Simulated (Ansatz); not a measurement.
`C[S][Ge][OH]` and `C[S][Ge][Cl]` differ in one atom or group.

Ansatz, PBE0-D4/def2-TZVP geometries, multiplicity 1. Each molecule was computed in one conformer, which needn't be the lowest.

Scalar relativity is left out up to krypton.

| property | `C[S][Ge][OH]` |
| --- | --- |
| HOMO–LUMO gap (PBE/def2-TZVPP) / eV | 3.49 |
| HOMO energy (PBE/def2-TZVPP) / eV | -6.02 |
| size of the dipole moment (B3LYP/def2-TZVPP) / D | 1.82 |
| HOMO energy (B3LYP/def2-TZVPP) / eV | -6.89 |
| LUMO energy (B3LYP/def2-TZVPP) / eV | -2.02 |
| HOMO energy (PBE0/def2-TZVPP) / eV | -7.07 |

(1) Give the same properties after the change, and the shifts. (An estimate is asked.)

Answers

(1) Computed: 
```csv
property,`C[S][Ge][Cl]`,shift
HOMO–LUMO gap (PBE/def2-TZVPP) / eV,3.17,-0.32
HOMO energy (PBE/def2-TZVPP) / eV,-6.29,-0.27
size of the dipole moment (B3LYP/def2-TZVPP) / D,0.94,-0.88
HOMO energy (B3LYP/def2-TZVPP) / eV,-7.16,-0.27
LUMO energy (B3LYP/def2-TZVPP) / eV,-2.61,-0.59
HOMO energy (PBE0/def2-TZVPP) / eV,-7.36,-0.29
```

With PBE0 the HOMO falls by 0.29 eV and the LUMO falls by 0.63 eV, so the gap narrows by about 0.34 eV. PBE moves the HOMO by -0.27 eV and ωB97M-V by -0.28 eV. Dipoles are sizes alone; their direction can turn.

B3LYP here is the variant with VWN-RPA as its local correlation; programs differ in this.
